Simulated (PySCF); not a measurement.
WO2F2, SMILES [O]=[W](=[O])([F])[F], multiplicity 1.

Geometry: B3LYP-D3(BJ)/def2-SVP. The spin state was assumed, not searched. The isomer is the one that the SMILES or the coordinates give; other isomers of the formula were not compared. The def2 effective core potentials stand for the cores of W; spin–orbit coupling is left out.

Level of theory: TDDFT-PBE0/def2-SVPD (PySCF).

Vertical excitations. The molecule is in vacuum. State labels are in the subgroup C2v.

```
state  symmetry  energy (eV)  λ (nm)      f                                                main pairs
-----  --------  -----------  ------  -----  --------------------------------------------------------
S1           B1         5.31     233  0.001                                          HOMO→LUMO+1 98 %
S2           B2         5.33     233  0.007                                            HOMO→LUMO 94 %
S3           B1         6.09     204  0.006                                          HOMO−1→LUMO 97 %
S4           A2         6.41     193  0.000    HOMO→LUMO+2 67 %, HOMO−3→LUMO 19 %, HOMO−2→LUMO+1 12 %
S5           A1         6.57     189  0.002                                          HOMO−2→LUMO 83 %
S6           A2         6.58     188  0.000    HOMO−3→LUMO 50 %, HOMO→LUMO+2 31 %, HOMO−2→LUMO+1 18 %
S7           A2         6.71     185  0.000                      HOMO−2→LUMO+1 69 %, HOMO−3→LUMO 29 %
S8           B2         6.72     184  0.003                      HOMO−1→LUMO+1 68 %, HOMO→LUMO+3 16 %
S9           B2         7.24     171  0.000                        HOMO−4→LUMO 66 %, HOMO→LUMO+3 30 %
S10          A1         7.41     167  0.006                    HOMO−3→LUMO+1 56 %, HOMO−1→LUMO+2 29 %
T1           B2         4.69     264      0                                            HOMO→LUMO 92 %
T2           B1         4.93     252      0                                          HOMO→LUMO+1 96 %
T3           B2         5.58     222      0                                        HOMO−1→LUMO+1 87 %
T4           A1         5.66     219      0  HOMO−2→LUMO 44 %, HOMO−3→LUMO+1 37 %, HOMO−1→LUMO+2 12 %
```
Triplets are in the Tamm–Dancoff approximation, which puts them higher than full response would, so one can lie above its singlet here.
